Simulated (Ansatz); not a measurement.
`C[O][SbH][CH3]` + H₂Se → `[CH3][SbH][SeH]` + CH₃OH at 700 K and 1 bar (ligand exchange at the Sb–O bond).

Computed with Ansatz on PBE0-D4/def2-TZVP structures; ΔE is electronic, products minus reactants. CBS: MP2 limit from def2 TZ/QZ plus the TZ coupled-cluster correction, frozen cores. This one scheme is used for every species. Elements past krypton have def2 core potentials. For Sb, Se outer-core shells are correlated without core-valence functions, which leaves a few kJ/mol of doubt a bond. Scalar relativity is left out up to krypton. One conformer a species, not always the lowest.

```tsv
species	CCSD(T)/CBS energy (Eh)	H − E (kJ/mol)	S (J/(mol·K))
`C[O][SbH][CH3]`	-395.49301	298.0	477.7
H₂Se	-2401.89790	61.1	251.1
`[CH3][SbH][SeH]`	-2681.79999	198.3	439.8
CH₃OH	-115.61712	170.8	288.5
```

H − E and S are ideal-gas, rigid-rotor, harmonic terms from PBE0-D4/def2-TZVP, for one conformer and one mirror image of each species. 1 Eh = 2625.50 kJ/mol, R = 8.31446 J/(mol·K).

By hand: ΔE, ΔH, ΔS and ΔG.

ΔE = (-2681.79999) + (-115.61712) − (-395.49301) − (-2401.89790) = -0.02620 Eh = -68.8 kJ/mol. Δ(H − E) = 198.3 + 170.8 − 298.0 − 61.1 = 10.0, so ΔH = -58.8 kJ/mol. ΔS = 439.8 + 288.5 − 477.7 − 251.1 = -0.5 J/(mol·K). ΔG = -58.8 − 700 × (-0.5)/1000 = -58.4 kJ/mol.

By hand: the equilibrium constant, and the temperature at which ΔG would vanish if ΔH and ΔS stayed fixed.

log₁₀ K = −ΔG/(RT ln 10) = 4.4. ΔG = 0 at ΔH/ΔS = 117600 K, far beyond where these terms or the molecules hold.

The number of gas molecules stays the same, so ΔS is small and ΔH decides. A doubt of 5 kJ/mol in ΔE shifts log₁₀ K by 0.4 here. Other conformers and mirror images would add mixing entropy, several J/(mol·K) or more a flexible species. Modes under 60 cm⁻¹, often nearly free rotors, make the harmonic entropy too high. These are equilibria of isolated gas molecules and say nothing of rates. Largest T1 diagnostic: 0.013 (customary marks: 0.02 for closed shells, 0.045 for open ones).
